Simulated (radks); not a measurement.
Results of a calculation; reference values are marked as such.
Question: All-electron atom: Dy+ in [Xe] 4f10 6p1 (not the ground configuration). Level of theory: Dirac Kohn-Sham, PBE, spin-unpolarised, spherical densities, point nucleus; open shells fill j = l - 1/2 first (a radial shooting solver on a logarithmic mesh with Libxc functionals).

Spin-orbit splittings of the eigenvalues, e(l+1/2) - e(l-1/2), with zeta = 2 splitting/(2l+1) and mean radii in bohr:

| shell | occ. | splitting (eV) | zeta (eV) | <r> j=l-1/2 | <r> j=l+1/2 |
|---|---|---|---|---|---|
| 2p | 6 | 800.3 | 533.5 | 0.07438 | 0.08143 |
| 3p | 6 | 166.2 | 110.8 | 0.2238 | 0.2371 |
| 3d | 10 | 36.29 | 14.52 | 0.2096 | 0.2138 |
| 4p | 6 | 37.12 | 24.75 | 0.5405 | 0.5711 |
| 4d | 10 | 6.718 | 2.687 | 0.6037 | 0.6147 |
| 4f | 10 | 0.8766 | 0.2505 | 0.8639 | 0.8836 |
| 5p | 6 | ? | ? | 1.469 | 1.573 |
| 6p | 1 | 0.3905 | 0.2604 | 4.593 | 4.837 |

Estimate the 5p splitting.

Answer: 4.699 eV (zeta = 3.133 eV).
